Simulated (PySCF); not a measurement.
C₃H₇NSi, SMILES C(=C=C[SiH3])N.

Geometry optimised at PBE-D3(BJ)/def2-SVP. The structure was generated by enumeration; whether it is a known compound was not checked. Other conformers were not sampled.

These are PySCF with PBE-D3(BJ)/def2-SVP values and carry that method's errors.

Frequencies are harmonic and unscaled.

```tsv
mode	ν (cm⁻¹)	IR (km/mol)	moving atoms (share of kinetic energy)
1	77	0.1	H 90 %
2	90	1.7	N 27 %, C 27 %, Si 26 %, H 20 %
3	176	14.0	H 50 %, C 40 %
4	247	3.6	C 55 %, H 27 %, N 15 %
5	330	48.9	H 65 %, C 26 %
6	386	29.9	C 55 %, H 39 %
7	546	11.3	H 46 %, C 28 %, Si 18 %, N 8 %
8	587	30.7	H 78 %, C 14 %
9	615	44.5	C 52 %, H 36 %
10	654	220.7	H 68 %, N 25 %
11	733	24.6	C 47 %, H 40 %, Si 13 %
12	743	49.0	H 53 %, C 40 %
13	852	43.6	H 86 %, C 14 %
14	885	262.7	H 90 %, Si 10 %
15	905	26.7	H 97 %
16	918	67.7	H 96 %
17	965	3.4	H 43 %, C 41 %, N 15 %
18	1116	0.7	H 85 %, C 10 %
19	1170	12.3	H 60 %, C 34 %
20	1237	49.0	H 59 %, C 24 %, N 17 %
21	1426	100.4	C 63 %, H 33 %
22	1570	46.9	H 86 %, N 12 %
23	1998	11.6	C 99 %
24	2142	128.4	H 98 %
25	2144	120.7	H 96 %
26	2180	75.0	H 96 %
27	2998	17.5	H 92 %, C 8 %
28	3072	3.1	H 92 %
29	3453	9.2	H 96 %
30	3558	10.1	H 91 %, N 9 %
```
